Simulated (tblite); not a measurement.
A tight-binding relaxation on `[C@]1(C[C@H](C1)C)(C(O)=O)C`.

Computed with GFN2-xTB geometry optimisation, gas phase (tblite 0.8.0). Start geometry: from a force field or distance geometry. A driver script takes a list of jobs; this job's settings line and coordinates (Å) are shown.

Command:
```bash
OMP_NUM_THREADS=1 python probes_run.py task.json out
```

Input:
```
{"job": {"kind": "relax", "xc": "GFN2-xTB", "basis": "xTB"}, "charge": 0, "multiplicity": 1}
C      2.570800     0.816700     0.080900
C      1.387700    -0.138500     0.123300
C      0.202500     0.272200     1.017500
C     -0.769100    -0.268900    -0.097200
C     -1.181800    -1.736900     0.142800
C     -2.028300     0.603900    -0.443600
O     -2.619400     0.686000    -1.511600
O     -2.471100     1.348700     0.604700
C      0.437500    -0.127100    -1.077100
H      3.276900     0.509700    -0.679400
H      3.081100     0.840300     1.042100
H      2.233700     1.835900    -0.149100
H      1.737100    -1.156700     0.377000
H      0.143600    -0.218400     1.986800
H      0.115900     1.367200     1.176200
H     -1.668100    -2.140600    -0.746700
H     -1.887700    -1.807800     0.970900
H     -0.325800    -2.382000     0.369100
H     -3.248800     1.822000     0.230600
H      0.434500     0.824000    -1.627400
H      0.569600    -0.932700    -1.790300
```

Output:
```
step      E/eV     max force
  0    -795.68317    1.888
  1    -795.75240    1.517
  2    -795.80465    0.760
  3    -795.83842    0.643
  4    -795.87399    0.314
  5    -795.88685    0.243
  6    -795.89772    0.238
  7    -795.90310    0.185
  8    -795.90632    0.115
  9    -795.90798    0.092
... (70 lines left out)
 80    -795.97891    0.020
 81    -795.97897    0.023
 82    -795.97901    0.032
 83    -795.97905    0.032
 84    -795.97910    0.035
 85    -795.97917    0.027
 86    -795.97924    0.029
 87    -795.97929    0.010
 88    -795.97932    0.018
 89    -795.97934    0.009
```

«max force» is the largest atomic force in eV/Å.

Problem. From which step on does the largest force stay under 0.1 eV/Å, and how much energy is left to gain from there?

Solution. From step 64 (0.099 eV/Å), 5.4 meV above the end.

Main results: energy lowered by 6.8 kcal/mol over 89 steps; largest atomic force 0.009 eV/Å at the end.

The run took 0.52 s wall on an Arm Neoverse V2 with one thread, shared host with 96 logical CPUs at a one-minute load of 46.
Labels such as C1 count atoms from 1, the log's own numbers from 0.
